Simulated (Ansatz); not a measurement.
Reaction: SnOH3 (SMILES [OH][SnH2], doublet) → SnOH3 (SMILES [O][SnH3], doublet)
Each species at its own B3LYP-D3(BJ)/def2-TZVP minimum (Ansatz, a program for electronic structure).

Wanted: isomerisation energy (electronic), in kcal/mol. Radicals and triplets start from unrestricted determinants; spin-orbit coupling is neglected. Correlated methods leave the cores frozen (noble-gas shells, and filled d and f shells in the p block). Past Kr the def2 sets carry scalar-relativistic core potentials. CBS(X,Y): correlation extrapolated as X^-3, Hartree-Fock from the larger set. A bracket is a step between two methods taken in the basis named. Spin-orbit terms, left out, reach several kcal/mol for Br and I, and more for heavier atoms.

CCSD(T)/CBS(def2-TZVPP,def2-QZVPP) + [CCSDT(Q) - CCSD(T)]/def2-TZVPP (Ansatz) gives 45.6 kcal/mol.

Q: What does PBE/def2-TZVPD (Ansatz) give here, and how do the other levels compare?

A: PBE gives 46.6 kcal/mol, 1.0 kcal/mol above it. Differences of the others: r2SCAN/def2-TZVPD (Ansatz) -2.1; PBE0/def2-TZVPD (Ansatz) -2.4; wB97M-V/def2-TZVPD (Ansatz) -2.1; CCSD(T)/CBS(def2-TZVPP,def2-QZVPP) (Ansatz) 0.1 kcal/mol.
